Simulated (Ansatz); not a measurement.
Ideal-gas functions of CH5ClOSn (`[CH3][SnH]([OH])[Cl]`) at 600 K and 1 bar, from an Ansatz frequency run at PBE0-D4/def2-TZVP.

Molar mass 187.21 g/mol, point group C1 (symmetry number 1), electronic degeneracy 1, moments of inertia 119.453, 222.836, 283.683 u Å². Harmonic wavenumbers (cm⁻¹, unscaled): 45, 112, 136, 154, 193, 363, 536, 557, 577, 634, 774, 790, 852, 1231, 1447, 1449, 1947, 3076, 3176, 3182, 3895.

Use S(trans) = R[1.5 ln M + 2.5 ln T − 1.1517]; rotational temperatures θ = 24.2544 K / I; S(rot) = R[ln(√π/σ · √(T³/θAθBθC)) + 1.5]; for each mode x = 1.438777 ν̃/T, S = R[x/(eˣ − 1) − ln(1 − e⁻ˣ)] and H = RT x/(eˣ − 1); 1 cm⁻¹ = 0.0119627 kJ/mol; R = 8.31446 J/(mol·K).

Task: By hand: the entropy, in J/(mol·K).

Result: Translation 188.6. Rotation: θ = 0.203, 0.1088, 0.0855 K, giving 123.1. Vibration, mode by mode: 26.83, 19.27, 17.67, 16.64, 14.79, 9.73, 6.78, 6.50, 6.25, 5.59, 4.27, 4.14, 3.68, 1.80, 1.19, 1.18, 0.45, 0.04, 0.04, 0.03, 0.01, in all 146.9. Electronic 0.0. Sum 458.6 J/(mol·K).

Task: By hand: H − E and G − E in kJ/mol, counted from the electronic energy.

Result: Zero-point energy ½ × 25126 × 0.0119627 = 150.3; thermal vibration 40.8; translation, rotation and pV give 4 RT = 20.0. H − E = 211.1 kJ/mol, and G − E = 211.1 − 600 × 458.6/1000 = -64.1 kJ/mol.

Vibration gives 32 % of the entropy, 63.8 J/(mol·K) of it from the modes under 150 cm⁻¹: soft modes count most, and the harmonic formula is weakest for them. The sum counts one conformer and one mirror image; others add a mixing term.
